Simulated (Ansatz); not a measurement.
FZn, charge +1, singlet, at a GFN2-xTB geometry (such geometries of metal compounds can be far from the true shape); Ansatz (a quantum-chemistry and plane-wave program) with SVWN5/6-31G**.

Ansatz was given this input:
Ansatz 0.2 input:
```yaml
crystal:
  periodic: [false, false, false]
  atoms:
    - {symbol: Zn, position_ang: [-0.00000000, -0.00000000, -0.40044249]}
    - {symbol: F, position_ang: [0.00000000, 0.00000000, 1.33480831]}
basis:
  gaussian:
    orbitals: 6-31G__.json
    final_grid: {core_spheres: 6, valence_spheres: 12, degree: 29}
hamiltonian:
  xc: {name: SVWN5}
total_charge: 1
```
The basis file holds 6-31G** in the JSON format of the Basis Set Exchange.

Problem. Write the output that Ansatz gives for this input, abridged.

Solution. 
```
Functional definition: SVWN5
510 factors; their error is unknown
mean field evaluation 1: about -50998.5722 eV, gradient 1.2e2 eV
mean field evaluation 2: about -50692.6446 eV, gradient 2.5e2 eV
mean field evaluation 4: about -51018.6361 eV, gradient 4.2e1 eV
mean field evaluation 8: about -51021.9168 eV, gradient 2.6e-2 eV
mean field -51021.90313433 eV, -1875.0203562986 hartree, gradient 2.0e-5 eV, S^2 0.000000; 0 other end points of the search recorded, 0 dependent functions left out
reference -51021.90317656 eV, -1875.0203578506 hartree; 19, 19 occupied and 32, 32 virtual orbitals, 510 factors
Total energy: -51021.90317656 eV, -1875.0203578506 hartree
```
